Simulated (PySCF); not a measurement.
Species: C8H16O2.
SMILES with atom numbers: `[CH3:1][O:2][C@H:3]1[CH2:4][CH2:5][C@H:6]([O:7][CH3:8])[CH2:9][CH2:10]1`

Probes without a nucleus sit at each ring's centroid and 1 Å off its mean plane on both sides; NICS is minus the shielding there, NICSzz its component along the normal. Level: GIAO PBE0/pcSseg-1 (PySCF, non-relativistic, gas phase) on the GFN2-xTB geometry, one conformer.

Ring bond lengths (Å), with Mayer bond orders in brackets: C3–C4 1.528 (1.01), C4–C5 1.524 (1.03), C5–C6 1.534 (1.00), C6–C9 1.528 (1.01), C9–C10 1.523 (1.03), C10–C3 1.533 (1.00).

Q: Give the NICS values of each ring in ppm.

A: 
| ring | type | NICS(0) | NICS(1), two faces | NICS(1)zz, two faces | rms pucker (Å) | centre to ring atoms, mean (Å) |
| --- | --- | --- | --- | --- | --- | --- |
| C3–C4–C5–C6–C9–C10 | 6-membered carbocycle; formal bonds all single | -4.2 | -3.3 / -3.4 | 2.5 / 2.5 | 0.24 | 1.47 |

Q: What can be read from them?

A: 
- C3–C4–C5–C6–C9–C10: mean NICS(1)zz 2.5 ppm, near zero. C3, C4, C5, C6, C9, C10 have four or more neighbours; no verdict on aromaticity is drawn.

Q: How shielded are the nuclei of the rings and their hydrogens (means over atoms taken as equivalent)?

A: 
```json
{"atoms": "C3 (×2)", "environment": "sp3 carbon bound to oxygen", "σ isotropic (ppm)": "103.0", "principal values of the symmetric part, first atom (ppm)": "76.3, 83.5, 148.9"}
{"atoms": "C4 (×4)", "environment": "ring CH2 carbon", "σ isotropic (ppm)": "153.9", "principal values of the symmetric part, first atom (ppm)": "138.1, 148.6, 168.7"}
{"atoms": "H on C3 (×2)", "environment": "methine hydrogen", "σ isotropic (ppm)": "28.80", "principal values of the symmetric part, first atom (ppm)": "25.9, 29.9, 30.7"}
{"atoms": "H on C4 (×4)", "environment": "methylene hydrogen", "σ isotropic (ppm)": "29.61", "principal values of the symmetric part, first atom (ppm)": "24.7, 28.8, 35.8"}
{"atoms": "H on C4 (×4)", "environment": "methylene hydrogen", "σ isotropic (ppm)": "30.62", "principal values of the symmetric part, first atom (ppm)": "26.8, 29.8, 34.8"}
```
